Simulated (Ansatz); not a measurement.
Ansatz (an electronic-structure program) input for H6OSiZr, SMILES [SiH3][O][ZrH3], multiplicity 1, PBE-D3(BJ)/def2-SVP. 

Ansatz 0.2 input:
```yaml
crystal:
  periodic: [false, false, false]
  atoms:
    - {symbol: Zr, position_ang: [0.00000000, -0.00000000, 1.11865834]}
    - {symbol: H, position_ang: [1.53679731, -0.88727034, 1.68516474]}
    - {symbol: H, position_ang: [-0.00000001, 1.77454069, 1.68516474]}
    - {symbol: H, position_ang: [-1.53679731, -0.88727035, 1.68516474]}
    - {symbol: O, position_ang: [-0.00000000, 0.00000000, -0.79083332]}
    - {symbol: Si, position_ang: [0.00000000, -0.00000000, -2.47210499]}
    - {symbol: H, position_ang: [0.00000001, -1.40744556, -2.95523043]}
    - {symbol: H, position_ang: [1.21888361, 0.70372279, -2.95523043]}
    - {symbol: H, position_ang: [-1.21888361, 0.70372277, -2.95523043]}
basis:
  gaussian:
    orbitals: def2-SVP
hamiltonian:
  xc: pbe
  dispersion: d3bj
relax: {f_tol: 0.002, max_steps: 200}
```

It prints:

```
WARN ansatz: RAYON_NUM_THREADS=1 ignored (pool sized by the plan → 1); use --threads N
Functional definition: PBE
integrals: 0.04 GiB planned
965 factors; their error is unknown
mean field: 0.23 GiB planned
mean field evaluation 1: about -11286.3437 eV, gradient 5.9e1 eV
mean field evaluation 2: about -11179.9911 eV, gradient 2.2e2 eV
mean field evaluation 4: about -11292.3193 eV, gradient 1.5e1 eV
mean field evaluation 8: about -11293.0879 eV, gradient 2.8e-1 eV
mean field evaluation 16: about -11293.0400 eV, gradient 4.0e-5 eV
mean field -11293.04003638 eV, -415.0115666397 hartree, gradient 4.0e-5 eV, S^2 0.000000; 0 other end points of the search recorded, 0 dependent functions left out
the calculation of the forces begins
reference -11293.04011084 eV, -415.0115693758 hartree; 20, 20 occupied and 73, 73 virtual orbitals, 965 factors
relax step   1: F+E_penalty+E_count = -11293.19432536 eV  Δ(F+E_penalty+E_count) = +0.000e0 eV  max|allowed force component| = 3.643e-1 eV/Å  Δτ_max = 0.0000 Å  (27 SCF iters, accepted)
these checks for a lower state are left out or cut short: starts, cluster_reference, orbital_swaps, neighbouring_geometries, increment
integrals: 0.04 GiB planned
965 factors; their error is unknown
mean field: 0.23 GiB planned
mean field -11293.04547877 eV, -415.0117666438 hartree, gradient 1.9e-5 eV, S^2 0.000000; 0 other end points of the search recorded, 0 dependent functions left out
the calculation of the forces begins
reference -11293.04555313 eV, -415.0117693763 hartree; 20, 20 occupied and 73, 73 virtual orbitals, 965 factors
relax step   2: F+E_penalty+E_count = -11293.19974692 eV  Δ(F+E_penalty+E_count) = -5.422e-3 eV  max|allowed force component| = 3.368e-1 eV/Å  Δτ_max = 0.0453 Å  (29 SCF iters, accepted)
these checks for a lower state are left out or cut short: starts, cluster_reference, orbital_swaps, neighbouring_geometries, increment
integrals: 0.04 GiB planned
965 factors; their error is unknown
mean field: 0.23 GiB planned
mean field evaluation 32: about -11293.0490 eV, gradient 1.4e-5 eV
mean field -11293.04897864 eV, -415.0118952614 hartree, gradient 1.4e-5 eV, S^2 0.000000; 0 other end points of the search recorded, 0 dependent functions left out
the calculation of the forces begins
reference -11293.04905300 eV, -415.0118979942 hartree; 20, 20 occupied and 73, 73 virtual orbitals, 965 factors
relax step   3: F+E_penalty+E_count = -11293.20310874 eV  Δ(F+E_penalty+E_count) = -3.362e-3 eV  max|allowed force component| = 9.682e-2 eV/Å  Δτ_max = 0.0220 Å  (31 SCF iters, accepted)
these checks for a lower state are left out or cut short: starts, cluster_reference, orbital_swaps, neighbouring_geometries, increment
integrals: 0.04 GiB planned
965 factors; their error is unknown
mean field: 0.23 GiB planned
mean field -11293.04921521 eV, -415.0119039554 hartree, gradient 8.9e-6 eV, S^2 0.000000; 0 other end points of the search recorded, 0 dependent functions left out
the calculation of the forces begins
reference -11293.04928957 eV, -415.0119066878 hartree; 20, 20 occupied and 73, 73 virtual orbitals, 965 factors
relax step   4: F+E_penalty+E_count = -11293.20327911 eV  Δ(F+E_penalty+E_count) = -1.704e-4 eV  max|allowed force component| = 2.339e-2 eV/Å  Δτ_max = 0.0027 Å  (24 SCF iters, accepted)
these checks for a lower state are left out or cut short: starts, cluster_reference, orbital_swaps, neighbouring_geometries, increment
integrals: 0.04 GiB planned
965 factors; their error is unknown
mean field: 0.23 GiB planned
mean field -11293.04919102 eV, -415.0119030665 hartree, gradient 1.2e-5 eV, S^2 0.000000; 0 other end points of the search recorded, 0 dependent functions left out
the calculation of the forces begins
reference -11293.04926537 eV, -415.0119057987 hartree; 20, 20 occupied and 73, 73 virtual orbitals, 965 factors
relax step   5: F+E_penalty+E_count = -11293.20328173 eV  Δ(F+E_penalty+E_count) = -2.620e-6 eV  max|allowed force component| = 9.366e-3 eV/Å  Δτ_max = 0.0014 Å  (22 SCF iters, accepted)
these checks for a lower state are left out or cut short: starts, cluster_reference, orbital_swaps, neighbouring_geometries, increment
integrals: 0.04 GiB planned
965 factors; their error is unknown
mean field: 0.23 GiB planned
mean field -11293.04922285 eV, -415.0119042360 hartree, gradient 5.5e-5 eV, S^2 0.000000; 0 other end points of the search recorded, 0 dependent functions left out
the calculation of the forces begins
reference -11293.04929720 eV, -415.0119069682 hartree; 20, 20 occupied and 73, 73 virtual orbitals, 965 factors
relax step   6: F+E_penalty+E_count = -11293.20328877 eV  Δ(F+E_penalty+E_count) = -7.038e-6 eV  max|allowed force component| = 8.745e-4 eV/Å  Δτ_max = 0.0010 Å  (20 SCF iters, accepted)
integrals: 0.04 GiB planned
965 factors; their error is unknown
mean field: 0.23 GiB planned
mean field evaluation 64: about -11293.0973 eV, gradient 3.7e-2 eV
mean field -11293.04922285 eV, -415.0119042360 hartree, gradient 5.5e-5 eV, S^2 0.000000; 1 other end points of the search recorded, 0 dependent functions left out
the calculation of the forces begins
reference -11293.04929720 eV, -415.0119069682 hartree; 20, 20 occupied and 73, 73 virtual orbitals, 965 factors
Total energy: -11293.20336312 eV, -415.0175687864 hartree
Atom 0 at    -0.000002     0.000001     1.132714 Å, force     0.000004    -0.000002    -0.000070 eV/Å
Atom 1 at     1.549438    -0.894569     1.669080 Å, force    -0.000018     0.000010     0.000036 eV/Å
Atom 2 at     0.000002     1.789130     1.669115 Å, force     0.000001    -0.000017     0.000043 eV/Å
Atom 3 at    -1.549431    -0.894567     1.669115 Å, force     0.000015     0.000007     0.000043 eV/Å
Atom 4 at    -0.000027     0.000016    -0.773439 Å, force    -0.000005     0.000003    -0.000874 eV/Å
Atom 5 at    -0.000000     0.000000    -2.468102 Å, force    -0.000000     0.000000     0.000755 eV/Å
Atom 6 at     0.000008    -1.421065    -2.950977 Å, force     0.000001    -0.000261     0.000025 eV/Å
Atom 7 at     1.230682     0.710525    -2.950977 Å, force     0.000226     0.000130     0.000025 eV/Å
Atom 8 at    -1.230670     0.710528    -2.951004 Å, force    -0.000224     0.000129     0.000017 eV/Å
Dipole moment:     0.000005    -0.000003    -0.327632 e Å
```

The run converged.
